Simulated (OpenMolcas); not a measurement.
## Lines of Sb III: computed and rescaled rates

* Program: OpenMolcas 26.06
* Method: SS-RASPT2, IPEA 0.25 Eh, imaginary shift 0.1 Eh (closed shells correlated: 4d 5s)
* Basis: ANO-RCC-VQZP [8s7p5d3f2g]
* Scalar Hamiltonian: DKH2, point nucleus
* Active space: 1 electron in 9 orbitals (RAS2 5p; RAS3 5d 6s, at most 1 electron)
* State averaging: 2S+1 = 2 odd, 3 roots; 2S+1 = 2 even, 6 roots
* Spin-orbit coupling: state interaction with AMFI integrals over the reference wave functions, term energies averaged over their components

Rates come from the transition moments of the reference wave functions (E1 and E2 in the length form). At fixed line strength A goes as λ^-3 for E1 and M1 and as λ^-5 for E2, so a rate at the computed wavelength can be rescaled to the measured one. Measured vacuum wavelengths follow from level energies in Moore, Atomic Energy Levels, vol. III, NSRDS-NBS 35 (1971 reprint of NBS Circular 467, 1958). Branching counts decays inside the model space alone, at computed energies, and the table is only a selection of the E1 lines, drawn from those between levels with measured partners whose computed energy lies within a factor of 1.5 of the measured one.

```csv
Upper,Lower,Type,λ computed (nm),λ measured (nm),A computed (s-1),A rescaled (s-1),Branching %
5s² 5d ²D_5/2,5s² 5p ²P°_3/2,E1,112.9,106.6,3.84e+09,4.56e+09,100.0
5s² 5d ²D_3/2,5s² 5p ²P°_1/2,E1,106.7,101.2,3.79e+09,4.44e+09,85.8
5s² 6s ²S_1/2,5s² 5p ²P°_3/2,E1,114.8,115.2,1.54e+09,1.52e+09,62.3
5s² 6s ²S_1/2,5s² 5p ²P°_1/2,E1,107.7,107,9.29e+08,9.47e+08,37.7
5s² 5d ²D_3/2,5s² 5p ²P°_3/2,E1,113.7,108.4,6.28e+08,7.25e+08,14.2
```

The largest correction is for 5s² 5d ²D_5/2 → 5s² 5p ²P°_3/2 (E1): 3.84e+09 × (112.9 / 106.6)^3 = 4.56e+09 s-1, a factor of 1.19.

The computed rate and branching of 5s² 5d ²D_5/2 → 5s² 5p ²P°_3/2 give the upper level a radiative lifetime of 1.000 / 3.84e+09 s-1 = 2.60e-10 s, counting decays inside the model space alone. The rescaled rate gives about 2.2e-10 s.

No measured rate stands beside these. Rescaling mends the energy factor alone: line strengths can still be far off where a level mixes with configurations outside the active space, and weak or spin-changing lines hang on small mixing coefficients that depend on the term gaps too, so rescaling need not improve them.

CASPT2 breaks the degeneracy within a term, and the mean is taken; among the terms shown or strongly mixed into the levels shown the widest spread is 960 cm-1 (5s² 5d ²D). ANO sets are built for valence states and can reach diffuse excited orbitals poorly, and with the s shell closed the s pⁿ⁺¹ terms that mix with these levels are absent. With one active electron, CASPT2 adds the correlation within the correlated inactive shells and between them and that electron, and leaves the splitting within a term as the reference gives it. Measured partners are found by configuration, term and J. A level has none where our copy of the source lacks it or the pairing is in doubt (some pairs that miss far off the trend of their configuration count as doubtful). Only configurations of the active space appear.

° marks odd parity.
